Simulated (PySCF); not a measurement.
Correlation energy of B (boron, neutral)

[He] 2s2 2p1, 2P determinant. Computed with PySCF 2.14 in def2-TZVPPD (6s3p3d1f, 37 functions), with the non-relativistic Hamiltonian (point nucleus). Frozen: nothing; 5 electrons correlated.

```json
{"level": "CCSD", "correlation energy (mhartree)": "-80.16"}
{"level": "(T)", "correlation energy (mhartree)": "-1.51"}
{"level": "CCSD(T)", "correlation energy (mhartree)": "-81.67"}
{"level": "CCSDT", "correlation energy (mhartree)": "-82.11"}
```

Diagnostics: T1 = 0.011, D1 = 0.0273, largest double amplitude 0.107.

Cost of the coupled-cluster step: roughly 1.6 core-seconds, for 5 correlated electrons.

Iterations:

```
CC2 = 0
CCSD nocc = (np.int64(3), np.int64(2)), nmo = (37, 37)
frozen orbitals [[], []]
max_cycle = 100
direct = 0
conv_tol = 1e-08
conv_tol_normt = 1e-06
diis_space = 8
diis_start_cycle = 0
Init t2, MP2 energy = -0.0584950003132739
Init E_corr(UCCSD) = -0.0584950003138379
cycle = 1  E_corr(UCCSD) = -0.0712748399667566  dE = -0.0127798397  norm(t1,t2) = 0.059835
cycle = 2  E_corr(UCCSD) = -0.075850352516248  dE = -0.00457551255  norm(t1,t2) = 0.0297265
cycle = 3  E_corr(UCCSD) = -0.0801787522648514  dE = -0.00432839975  norm(t1,t2) = 0.0160666
cycle = 4  E_corr(UCCSD) = -0.0801244512342175  dE = 5.43010306e-05  norm(t1,t2) = 0.00206549
cycle = 5  E_corr(UCCSD) = -0.080180891391502  dE = -5.64401573e-05  norm(t1,t2) = 0.000351162
cycle = 6  E_corr(UCCSD) = -0.0801555792212647  dE = 2.53121702e-05  norm(t1,t2) = 9.52932e-05
cycle = 7  E_corr(UCCSD) = -0.0801636154698211  dE = -8.03624856e-06  norm(t1,t2) = 3.42411e-05
cycle = 8  E_corr(UCCSD) = -0.080163323113253  dE = 2.92356568e-07  norm(t1,t2) = 6.6511e-06
cycle = 9  E_corr(UCCSD) = -0.0801629152033806  dE = 4.07909872e-07  norm(t1,t2) = 1.63212e-06
cycle = 10  E_corr(UCCSD) = -0.0801630235874352  dE = -1.08384055e-07  norm(t1,t2) = 5.06612e-07
cycle = 11  E_corr(UCCSD) = -0.0801630231701842  dE = 4.17251012e-10  norm(t1,t2) = 1.29431e-07
UCCSD converged
E(UCCSD) = -24.61254584282075  E_corr = -0.08016302317018417
UCCSD(T) correction = -0.00150684543418176
```

This basis was not built for core-valence correlation, so the inner-shell part is incomplete.
